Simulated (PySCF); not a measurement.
I2, charge +1, doublet, at a GFN2-xTB geometry (a state made from the parent by changing its charge; the spin is typed, not shown lowest) (all electrons, no relativity); HF/3-21G in PySCF.

Input for PySCF:
```python
from pyscf import gto, scf

mol = gto.M(
    atom='''
I    -0.000000   -0.000000   -1.311008
I     0.000000    0.000000    1.311008
''',
    basis='3-21g',
    charge=1,
    spin=1,
    verbose=5,
)

mf = scf.UHF(mol)
mf.kernel()
mf.analyze()
```

It wrote (shortened):

```
PySCF version 2.14.0

[INPUT] verbose = 5
[INPUT] max_memory = 4000
[INPUT] num. atoms = 2
[INPUT] num. electrons = 105
[INPUT] charge = 1
[INPUT] spin (= nelec alpha-beta = 2S) = 1
[INPUT] symmetry False subgroup None
[INPUT] Mole.unit = angstrom
[INPUT] Symbol           X                Y                Z      unit          X                Y                Z       unit  Magmom
[...]
[INPUT] ---------------- BASIS SET ----------------
[INPUT] l, kappa, [nprim/nctr], expnt,             c_1 c_2 ...
[INPUT] I
[...]
                                2173.0741         0.36664
                                477.87205         0.691131
[...]
                                140.3064          0.083228
                                45.6988           0.969752
[...]
                                27.48875          0.0465
                                8.209096          1.091576
[...]
                                3.244596          0.463209
                                1.300489          0.838636
[...]
                                0.328103          1.328584
[...]
                                140.3064          0.619462
                                45.6988           0.383758
[...]
                                27.48875          0.543769
                                8.209096          0.656168
[...]
                                3.244596          0.526525
                                1.300489          0.526608
[...]
                                0.328103          0.985137
[...]
                                35.982378         0.482049
                                11.551116         0.589445
[...]
                                2.220937          0.580061
                                0.809912          0.326226

nuclear repulsion = 566.914460275712
number of shells = 26
number of NR pGTOs = 162
number of NR cGTOs = 62
basis = 3-21g
ecp = {}

******** <class 'pyscf.scf.uhf.UHF'> ********
method = UHF
initial guess = minao
damping factor = 0
level_shift factor = 0
DIIS = <class 'pyscf.scf.diis.CDIIS'>
diis_start_cycle = 1
diis_space = 8
diis_damp = 0
SCF conv_tol = 1e-09
SCF conv_tol_grad = None
SCF max_cycles = 50
direct_scf = True
direct_scf_tol = 1e-13
number electrons alpha = 53  beta = 52
Set gradient conv threshold to 3.16228e-05
E1 = -20031.439436351233  E2 = 5725.333361876179  Ecoul = 6070.974598074972  Exc = -345.6412361987932
init E= -13739.1916141993
cond(S) = 57.58176743712391

  alpha mo_energy =
[...]
converged SCF energy = -13774.2557758322  <S^2> = 0.7544068  2S+1 = 2.004402
Total Energy =                      -13774.255775832214567
[...]
spin_pop of  0 I 2pz      -0.00000
spin_pop of  0 I 3px       0.00000
spin_pop of  0 I 3py       0.00003
spin_pop of  0 I 3pz      -0.00000
spin_pop of  0 I 4px       0.00001
spin_pop of  0 I 4py       0.00020
spin_pop of  0 I 4pz      -0.00001
spin_pop of  0 I 5px       0.02478
spin_pop of  0 I 5py       0.47359
spin_pop of  0 I 5pz      -0.00411
spin_pop of  0 I 6px       0.00036
spin_pop of  0 I 6py       0.00102
spin_pop of  0 I 6pz       0.00031
spin_pop of  0 I 3dxy      0.00000
spin_pop of  0 I 3dyz      0.00000
spin_pop of  0 I 3dz^2     0.00000
spin_pop of  0 I 3dxz      0.00000
spin_pop of  0 I 3dx2-y2    0.00000
spin_pop of  0 I 4dxy     -0.00000
spin_pop of  0 I 4dyz     -0.00000
spin_pop of  0 I 4dz^2    -0.00001
spin_pop of  0 I 4dxz     -0.00000
spin_pop of  0 I 4dx2-y2   -0.00000
spin_pop of  1 I 1s        0.00000
spin_pop of  1 I 2s        0.00000
spin_pop of  1 I 3s        0.00000
spin_pop of  1 I 4s        0.00001
spin_pop of  1 I 5s        0.00365
spin_pop of  1 I 6s        0.00015
spin_pop of  1 I 2px       0.00000
spin_pop of  1 I 2py       0.00000
spin_pop of  1 I 2pz      -0.00000
spin_pop of  1 I 3px       0.00000
spin_pop of  1 I 3py       0.00003
spin_pop of  1 I 3pz      -0.00000
spin_pop of  1 I 4px       0.00001
spin_pop of  1 I 4py       0.00020
spin_pop of  1 I 4pz      -0.00001
spin_pop of  1 I 5px       0.02478
spin_pop of  1 I 5py       0.47359
spin_pop of  1 I 5pz      -0.00411
spin_pop of  1 I 6px       0.00036
spin_pop of  1 I 6py       0.00102
spin_pop of  1 I 6pz       0.00031
spin_pop of  1 I 3dxy      0.00000
spin_pop of  1 I 3dyz      0.00000
spin_pop of  1 I 3dz^2     0.00000
spin_pop of  1 I 3dxz      0.00000
spin_pop of  1 I 3dx2-y2    0.00000
spin_pop of  1 I 4dxy     -0.00000
spin_pop of  1 I 4dyz     -0.00000
spin_pop of  1 I 4dz^2    -0.00001
spin_pop of  1 I 4dxz     -0.00000
spin_pop of  1 I 4dx2-y2   -0.00000
 ** Mulliken Spin Density (per atom)  **
spin density of  0 I =      0.50000
spin density of  1 I =      0.50000
 ** Mulliken pop alpha/beta on meta-lowdin orthogonal AOs **
 ** Mulliken pop       alpha | beta **
In total            53.00000 | 52.00000
 ** Mulliken atomic charges   ( Nelec_alpha | Nelec_beta ) **
charge of  0I =      0.50000  (    26.50000     26.00000 )
charge of  1I =      0.50000  (    26.50000     26.00000 )

WARN: System has nonzero charge 1; the dipole moment is origin-dependent.
Location of origin: [0. 0. 0.]

Dipole moment(X, Y, Z, Debye): -0.00000,  0.00000, -0.00000
```
